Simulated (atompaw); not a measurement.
**Which change was made? (Ce, PAW (atompaw))**

Ce, PAW, made with atompaw 4.2.0.5 (LDA (PW92), scalar-relativistic). Core [Kr] 4d10, reference 4f1 5s2 5p6 5d1 6s2 6p0. Waves: 5s (bound); 6s (bound); 5p (bound); 6p (bound, empty); 5d (bound); 5d channel at 2.1 Ry; 4f (bound); 4f channel at 0.45 Ry. Local part: bessel scheme, radius 2.15 bohr. Core correction: smooth core density matched at 2.20 bohr. Augmentation charge: sinc compensation charge, radius 2.05 bohr; PAW radius 2.65 bohr; waves and projectors: bloechl.

Cutoffs, loose and tight: the cutoffs (Ry, on a coarse ladder) from which the occupation-weighted sum of valence levels, in a spherical-Bessel basis at the reference potential, stays within 10 and 1 mRy of its value at 400 Ry. They see the waves, projectors and local potential, not the compensation charge or the core.

The base gives: outcome: generated; cutoff, loose: 25 Ry; cutoff, tight: 35 Ry; bound ghosts: none.

Task: After one change the result is: outcome: generated, no UPF (negative core plus compensation charge); cutoff, loose: 40 Ry; cutoff, tight: 50 Ry; bound ghosts: none. Which change was it?
A. waves 5s (bound): rc 2.25 bohr; 6s (bound): rc 2.65 bohr; 5p (bound): rc 2.30 bohr; 6p (bound): rc 2.65 bohr; 5d (bound): rc 1.05 bohr; 5d channel at 2.1 Ry: rc 2.65 bohr; 4f (bound): rc 1.25 bohr; 4f channel at 0.45 Ry: rc 1.25 bohr; augmentation sinc compensation charge, radius 2.05 bohr; PAW radius 2.65 bohr; waves and projectors: modrrkj vanderbiltortho
B. local potential troulliermartins scheme with l = 4 at 1 Ry, radius 2.15 bohr
C. local potential bessel scheme, radius 2.50 bohr

Result: B. The others give: local potential bessel scheme, radius 2.50 bohr → outcome: generated; cutoff, loose: 30 Ry; cutoff, tight: 40 Ry; bound ghosts: none | waves 5s (bound): rc 2.25 bohr; 6s (bound): rc 2.65 bohr; 5p (bound): rc 2.30 bohr; 6p (bound): rc 2.65 bohr; 5d (bound): rc 1.05 bohr; 5d channel at 2.1 Ry: rc 2.65 bohr; 4f (bound): rc 1.25 bohr; 4f channel at 0.45 Ry: rc 1.25 bohr; augmentation sinc compensation charge, radius 2.05 bohr; PAW radius 2.65 bohr; waves and projectors: modrrkj vanderbiltortho → outcome: generated; cutoff, loose: 70 Ry; cutoff, tight: 120 Ry; bound ghosts: none.
